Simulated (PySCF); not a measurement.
**A ladder for the electron affinity of Ru**

Ru- [Kr] 4d7 5s2 (4F) → Ru [Kr] 4d7 5s1 (5F). Scalar values calculated with PySCF 2.14 in def2-QZVPPD with the def2 core potential (28 electrons) (ECP; valence: 4s2 4p6 frozen; valence and next inner shell: nothing frozen). The spin-orbit shift comes from two-component X2C-1e calculations (generalised Hartree-Fock, GHF, and MP2 on its spinors, GMP2) in x2c-TZVPall-2c with one added diffuse shell each of s, p, d type: GMP2 gives 0.520 eV without and 0.515 eV with screened spin-orbit coupling, a shift of -0.005 eV (GHF: -0.003 eV). Sums use unrounded values; where a UHF row is shifted, it takes the GHF shift.

```tsv
method	scalar (eV)
UHF	-0.331
LDA	1.214
PBE	0.923
PBE0	0.719
r2SCAN	0.800
B3LYP	1.003
TPSS	0.735
BLYP	1.017
M06-2X	1.050
MP2 (valence)	0.675
SCS-MP2 (valence)	0.808
MP2 (valence and next inner shell)	0.747
SCS-MP2 (valence and next inner shell)	0.838
CCSD (valence)	0.761
CCSD(T) (valence)	0.907
```

Problem. Form a composite estimate from CCSD(T) (valence) and the spin-orbit shift, and compare it with the reference, 1.046 eV (measured; photodetachment measurements, as compiled on the Wikipedia data page of electron affinities).

Solution. 0.907 + (-0.005) = 0.902 eV, an error of -0.144 eV.

The errors of the correlated levels include the incompleteness of the basis and the frozen core, so a lower level can come closer by cancellation.

A first-order Landé estimate from the scalar orbitals gives 0.001 eV instead; single two-component determinants are not pure J levels in LS coupling, so the shift is uncertain by about that difference.
